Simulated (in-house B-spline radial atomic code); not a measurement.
A run on an ion of nuclear charge 66 with 66.1 electrons that did not converge. Method: scalar-relativistic (X2C) B3LYP, spin-polarised, spherical fractional occupations, Fermi nucleus of rms radius 5.2218 fm; computed with an all-electron radial atomic-structure program (B-spline basis).

Command:
```bash
python run_scf.py task.json out
```
Settings (nuclear radius in fm, mass in u):
```
Z                66
configuration    [Xe] 4f10.1 6s2
hamiltonian      x2c
method           b3lyp
spin_polarised   True
nucleus          fermi
rms_radius       5.2218
atomic_mass      163.92918
speed_of_light   137.035999084
```

First and last ten iterations of the last attempt (damped for 15 steps, keeping 80 % of the old Fock matrix, then DIIS):
```
 iter        energy (Eh)    residual
    1      -12102.815027    7.77e-01
    2      -12109.318882    1.38e+00
    3      -12132.688685    8.90e-01
    4      -12145.349982    5.43e-01
    5      -12151.718918    3.49e-01
    6      -12154.669074    2.25e-01
    7      -12155.933460    1.50e-01
    8      -12156.453170    9.60e-02
    9      -12156.674783    6.05e-02
   10      -12156.780503    4.49e-02
  111      -12152.605003    1.89e-01
  112      -12152.622287    1.88e-01
  113      -12152.554255    1.90e-01
  114      -12152.566222    1.90e-01
  115      -12152.563320    1.90e-01
  116      -12152.565156    1.90e-01
  117      -12152.566657    1.90e-01
  118      -12152.568284    1.90e-01
  119      -12152.547616    1.91e-01
  120      -12154.453477    2.26e-01
 not converged after 120 iterations
```

The smallest residual met was 1.4e-03; the threshold is about 7e-07. No energy from this run should be used. The likely cause: this method binds the added charge weakly or not at all at the basis-set limit, so charge moves back and forth between the atom and the box. Run time, properties included: 5.7 s on 1 thread of Arm Neoverse V1, with other jobs on the host.
